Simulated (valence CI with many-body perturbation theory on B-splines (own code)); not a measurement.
Results of a calculation; reference values are marked as such.
**Energy levels of Ho LXI**

Level of theory: configuration interaction combined with many-body perturbation theory (CI+MBPT): five valence electrons over a frozen Dirac-Fock core [He], radial functions for each j: 9 s, 9 p, 8 d, 6 f, 3 g, 1 h, with the one-electron correlation potential Σ1 (screened to all orders), the two-electron term Σ2, the three-electron term Σ3, Breit, model QED; selected single and double excitations, second order for the rest, scaled by the run's own slope (own B-spline code, finite nucleus).

The last digits are not significant, and no measured levels were compared; by estimate large intervals hold to a few tenths of a per cent, small ones and those within an open d or f shell to about a per cent. Among the levels kept, up to 4000 cm⁻¹ of a level comes from second order outside the variational space, and about a tenth of that is noise between levels of different J, which matters for small intervals.

Levels 1 to 45 of 62, with energies above the lowest level, (2s^2 2p1/2^2 2p3/2) J=3/2. "Leading %" is the weight of the configuration and term that name the level; weights of strongly mixed levels are sums over their largest components and can fall short, so below about 35 % the name and the second component can differ from the true leading terms, or belong to a minority configuration. In the jj column 3d3/2^4 stands for four electrons in 3d with j = 3/2.

```csv
No.,Configuration,Term,J,E (eV),Leading %,g,Second component,Leading jj
1,2s2 2p3,2P°,3/2,0.0,48,1.325,27 % 2s2 2p3 2D°,2s^2 2p1/2^2 2p3/2 (100 %)
2,2s2 2p3,4S°,3/2,874.1,55,1.438,45 % 2s2 2p3 2D°,2s^2 2p1/2 2p3/2^2 (100 %)
3,2s2 2p3,2D°,5/2,896.6,100,1.169,,2s^2 2p1/2 2p3/2^2 (100 %)
4,2s2 2p3,2P°,1/2,941.1,100,0.626,,2s^2 2p1/2 2p3/2^2 (100 %)
5,2s 2p4,4P,5/2,1171.2,71,1.454,29 % 2s 2p4 2D,2s 2p1/2^2 2p3/2^2 (100 %)
6,2s 2p4,2S,1/2,1263.8,64,2.020,27 % 2s 2p4 4P,2s 2p1/2^2 2p3/2^2 (100 %)
7,2s 2p4,2P,3/2,1265.1,50,1.177,35 % 2s 2p4 2D,2s 2p1/2^2 2p3/2^2 (100 %)
8,2s2 2p3,2P°,3/2,1817.0,51,1.288,28 % 2s2 2p3 2D°,2s^2 2p3/2^3 (99 %)
9,2s 2p4,4P,3/2,2069.7,84,1.583,11 % 2s 2p4 2D,2s 2p1/2 2p3/2^3 (100 %)
10,2s 2p4,2D,5/2,2108.5,71,1.284,29 % 2s 2p4 4P,2s 2p1/2 2p3/2^3 (100 %)
11,2s 2p4,2P,1/2,2162.9,64,1.363,36 % 2s 2p4 4P,2s 2p1/2 2p3/2^3 (99 %)
12,2s 2p4,2D,3/2,2172.3,54,1.020,45 % 2s 2p4 2P,2s 2p1/2 2p3/2^3 (100 %)
13,2p5,2P°,3/2,2500.3,99,1.305,,2p1/2^2 2p3/2^3 (99 %)
14,2s 2p4,4P,1/2,3054.2,38,1.857,35 % 2s 2p4 2S,2s 2p3/2^4 (99 %)
15,2p5,2P°,1/2,3401.1,100,0.626,,2p1/2 2p3/2^4 (100 %)
16,2s2 2p2 3s,4P,1/2,7190.7,46,1.998,31 % 2s2 2p2 3s 2S,2s^2 2p1/2^2 3s (100 %)
17,2s2 2p2 3p,2P°,1/2,7280.8,46,0.649,38 % 2s2 2p2 3p 4D°,2s^2 2p1/2^2 3p1/2 (100 %)
18,2s2 2p2 3p,2P°,3/2,7553.8,34,1.324,20 % 2s2 2p2 3p 4D°,2s^2 2p1/2^2 3p3/2 (100 %)
19,2s2 2p2 3d,2D,3/2,7634.8,42,0.784,33 % 2s2 2p2 3d 4F,2s^2 2p1/2^2 3d3/2 (100 %)
20,2s2 2p2 3d,2D,5/2,7715.1,35,1.191,18 % 2s2 2p2 3d 4D,2s^2 2p1/2^2 3d5/2 (100 %)
21,2s2 2p2 3s,4P,3/2,8076.5,88,1.658,10 % 2s2 2p2 3s 2P,2s^2 2p1/2 2p3/2 3s (100 %)
22,2s2 2p2 3s,2P,1/2,8085.7,67,1.297,33 % 2s2 2p2 3s 4P,2s^2 2p1/2 2p3/2 3s (100 %)
23,2s2 2p2 3s,2D,5/2,8095.6,64,1.314,35 % 2s2 2p2 3s 4P,2s^2 2p1/2 2p3/2 3s (100 %)
24,2s2 2p2 3s,2D,3/2,8101.5,64,0.961,35 % 2s2 2p2 3s 2P,2s^2 2p1/2 2p3/2 3s (100 %)
25,2s2 2p2 3p,4P°,1/2,8165.6,48,1.730,28 % 2s2 2p2 3p 4D°,2s^2 2p1/2 2p3/2 3p1/2 (100 %)
26,2s2 2p2 3p,4D°,3/2,8171.7,56,1.132,22 % 2s2 2p2 3p 2D°,2s^2 2p1/2 2p3/2 3p1/2 (100 %)
27,2s2 2p2 3p,2F°,5/2,8185.0,49,1.052,30 % 2s2 2p2 3p 2D°,2s^2 2p1/2 2p3/2 3p1/2 (100 %)
28,2s2 2p2 3p,2P°,3/2,8220.1,43,1.313,25 % 2s2 2p2 3p 2D°,2s^2 2p1/2 2p3/2 3p1/2 (99 %)
29,2s 2p3 3s,4P°,5/2,8334.1,46,1.599,27 % 2s 2p3 3s 6S°,2s 2p1/2^2 2p3/2 3s (96 %)
30,2s 2p3 3s,2P°,3/2,8360.5,34,1.442,25 % 2s 2p3 3s 4S°,2s 2p1/2^2 2p3/2 3s (97 %)
31,2s 2p3 3s,4D°,1/2,8413.4,23,1.033,22 % 2s 2p3 3s 2P°,2s 2p1/2^2 2p3/2 3s (72 %)
32,2s 2p3 3s,2P°,3/2,8425.7,36,1.358,19 % 2s 2p3 3s 2D°,2s 2p1/2^2 2p3/2 3s (90 %)
33,2s2 2p2 3p,4D°,5/2,8432.6,52,1.413,32 % 2s2 2p2 3p 4P°,2s^2 2p1/2 2p3/2 3p3/2 (97 %)
34,2s 2p3 3p,4P,3/2,8434.4,29,1.680,22 % 2s 2p3 3p 6P,2s 2p1/2^2 2p3/2 3p1/2 (99 %)
35,2s 2p3 3p,2D,5/2,8435.4,25,1.345,19 % 2s 2p3 3p 4D,2s 2p1/2^2 2p3/2 3p1/2 (98 %)
36,2s2 2p2 3p,2D°,3/2,8440.1,53,1.157,23 % 2s2 2p2 3p 4P°,2s^2 2p1/2 2p3/2 3p3/2 (99 %)
37,2s2 2p2 3p,4P°,1/2,8440.9,23,1.332,23 % 2s2 2p2 3p 2P°,2s^2 2p1/2 2p3/2 3p3/2 (76 %)
38,2s2 2p2 3p,2F°,7/2,8447.0,64,1.221,36 % 2s2 2p2 3p 4D°,2s^2 2p1/2 2p3/2 3p3/2 (100 %)
39,2s2 2p2 3p,2P°,3/2,8468.3,31,1.401,27 % 2s2 2p2 3p 4S°,2s^2 2p1/2 2p3/2 3p3/2 (88 %)
40,2s2 2p2 3p,2D°,5/2,8472.5,64,1.182,16 % 2s2 2p2 3p 2F°,2s^2 2p1/2 2p3/2 3p3/2 (99 %)
41,2s2 2p2 3p,2P°,1/2,8493.9,83,0.661,7 % 2s2 2p2 3p 4D°,2s^2 2p1/2 2p3/2 3p3/2 (96 %)
42,2s 2p3 3p,2P,1/2,8510.1,34,1.257,17 % 2s 2p3 3p 4P,2s 2p1/2^2 2p3/2 3p1/2 (95 %)
43,2s 2p3 3p,2D,3/2,8511.4,29,0.969,20 % 2s 2p3 3p 4F,2s 2p1/2^2 2p3/2 3p1/2 (89 %)
44,2s2 2p2 3d,4F,3/2,8523.7,40,0.914,23 % 2s2 2p2 3d 2P,2s^2 2p1/2 2p3/2 3d3/2 (92 %)
45,2s2 2p2 3d,4F,5/2,8524.6,53,0.958,39 % 2s2 2p2 3d 2F,2s^2 2p1/2 2p3/2 3d3/2 (99 %)
```

The ionisation energy to 2s2 2p2 3P_0 of the next ion comes out as 13418 eV (NIST: 13417 ± 10 eV (theoretical)). All 62 levels together are meant to be complete up to 8750.0 eV.
